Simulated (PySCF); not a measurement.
## TlZn⁺ at RHF-SCS-MP2

Computed with RHF-SCS-MP2; Tl def2-SVP with ECP60, Zn def2-SVP; scalar-relativistic core potentials (PySCF 2.14).

For TlZn⁺, the state is ¹Σ⁺ (singlet), closed shell and the bond length is 3.198 Å. The harmonic wavenumber is 83.3 cm⁻¹, the force constant is 0.199 mdyn/Å and the rotational constant Be is 0.03383 cm⁻¹. The anharmonicity ωexe is 0.410 cm⁻¹ and the vibration–rotation constant αe is 0.000207 cm⁻¹.

Correlated steps freeze 9 core orbitals. Spin–orbit coupling is left out.
